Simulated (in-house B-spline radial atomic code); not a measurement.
Radial electron density of the bismuth ion Bi³⁰⁺, [Kr] 4d10 4f7. Level of theory: Dirac-Hartree-Fock, average of configuration, Fermi nucleus of rms radius 5.5211 fm; calculated with a radial B-spline atomic code at the basis-set limit.

Columns: r (bohr), 4πr²n(r) (electrons per bohr), bar.

```
0.000419    3.655 #
0.000504     4.86 #
0.000605    6.417 ##
0.000728    8.467 ##
0.000875     11.1 ###
 0.00105    14.43 ####
 0.00126    18.66 #####
 0.00152    24.11 #######
 0.00183    30.79 #########
  0.0022    38.83 ###########
 0.00264    48.26 ##############
 0.00318    59.34 #################
 0.00382    71.46 ####################
 0.00459    84.29 ########################
 0.00552    97.02 ###########################
 0.00664    108.4 ###############################
 0.00798    117.1 #################################
  0.0096    121.9 ##################################
  0.0115      122 ##################################
  0.0139    117.9 #################################
  0.0167      112 ################################
  0.0201    108.1 ##############################
  0.0241    110.2 ###############################
   0.029    120.5 ##################################
  0.0349    136.9 #######################################
  0.0419    151.6 ###########################################
  0.0504    156.2 ############################################
  0.0606      147 #########################################
  0.0728    131.5 #####################################
  0.0876    124.2 ###################################
   0.105    132.5 #####################################
   0.127    145.4 #########################################
   0.152    140.1 #######################################
   0.183    111.3 ###############################
    0.22    81.93 #######################
   0.265    75.47 #####################
   0.318    84.46 ########################
   0.382       82 #######################
    0.46     58.2 ################
   0.553    28.91 ########
   0.665    9.705 ###
   0.799    2.134 #
   0.961   0.2863 
    1.15  0.02377 
    1.39 0.0008772
```

On this grid the curve has 4 maxima, near 0.0115, 0.0504, 0.127, 0.318 bohr.

The 4d5/2 radial function P(r) = rR(r), positive near the nucleus, with its small component Q(r) (sign convention: Q ≈ (P' + κP/r)/2c):

```csv
r (bohr),P,Q
0.00552,0.002807,-0.0002828
0.00798,0.007757,-0.0007779
0.0115,0.02065,-0.002059
0.0167,0.05377,-0.005325
0.0241,0.1298,-0.01277
0.0349,0.2894,-0.02832
0.0504,0.5657,-0.05537
0.0728,0.9162,-0.09139
0.105,1.09,-0.1178
0.152,0.6402,-0.1024
0.22,-0.5688,-0.03372
0.318,-1.675,0.0387
0.46,-1.586,0.05289
0.665,-0.6783,0.02413
0.961,-0.1108,0.004011
1.39,-0.00468,0.0001708
```
